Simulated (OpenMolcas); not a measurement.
A run on Ru3+ among 2 point charges of -3 e arranged as a linear pair (D∞h), 2.03 Å from the ion.

* Program: OpenMolcas
* Method: CASSCF
* Basis: ANO-RCC-VDZP [6s5p3d1f]
* Scalar Hamiltonian: DKH2, point nucleus
* Active space: 5 electrons in 5 orbitals (4d)
* State averaging: 2S+1 = 6 even, 1 root; 2S+1 = 4 even, 24 roots; 2S+1 = 2 even, 75 roots
* Spin-orbit coupling: RASSI with atomic mean-field integrals over the reference wave functions

43 basis functions. Blocks (2S+1, parity, CSFs, roots kept): 6, even, 1, 1; 4, even, 24, 24; 2, even, 75, 75.

Task: How long do the RASSCF and RASSI steps take on 1 thread of Arm Neoverse N1 (shared host)?

Result: About 37 s of wall time, without the integral step.
